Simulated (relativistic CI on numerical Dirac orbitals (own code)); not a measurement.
## Ni3+: 3s photoemission

Computed with this model: Dirac-Coulomb-Breit CI, KLI orbitals optimised for each configuration, model QED (radiative potential, 1s self-energy scaled to tabulated hydrogen-like ionisation energies), valence Slater integrals scaled by 0.9, multiplet model of photoemission in the sudden approximation; configurations [Ar] 3d7 → [Ne] 3s 3p6 3d7; 300 K; Lorentzian 1.5 eV and Gaussian 0.6 eV FWHM. Energies are those of the free ion, without screening or charge transfer. The energies are binding energies and can lie tens of eV above those of solids. Without intra-shell correlation the exchange splitting of an s hole comes out too large, often by half or more. S is read from ⟨S²⟩ = S(S + 1).

Field parameters in Wybourne normalisation: Oh B⁴₀ = 21Dq, B⁴₄ = √(5/14) B⁴₀. The field is a parameter set, without covalency.

free ion: ground-state S = 1.50, centroid 171.36 eV. Peaks (eV, height): 167.6 (100), 177.8 (58).

Oh, 10Dq = 25900 cm⁻¹: ground-state S = 0.63, centroid 171.59 eV. Peaks (eV, height): 170.4 (100), 175.4 (37).

Oh, 10Dq = 33150 cm⁻¹: ground-state S = 0.51, centroid 171.62 eV. Peaks (eV, height): 170.4 (100), 175.4 (35).

Strongest unbroadened transitions for Oh, 10Dq = 33150 cm⁻¹:

| Energy (eV) | Relative strength |
| --- | --- |
| 168.69 | 0.0 |
| 168.75 | 0.5 |
| 168.85 | 2.3 |
| 170.38 | 100.0 |
| 174.03 | 0.0 |
| 174.18 | 0.4 |
| 174.76 | 0.1 |
| 175.16 | 3.7 |
| 175.47 | 30.0 |
| 177.29 | 0.0 |
| 178.85 | 0.0 |
| 178.97 | 0.1 |
| 178.98 | 0.1 |
| 179.18 | 0.0 |
| 179.25 | 0.0 |
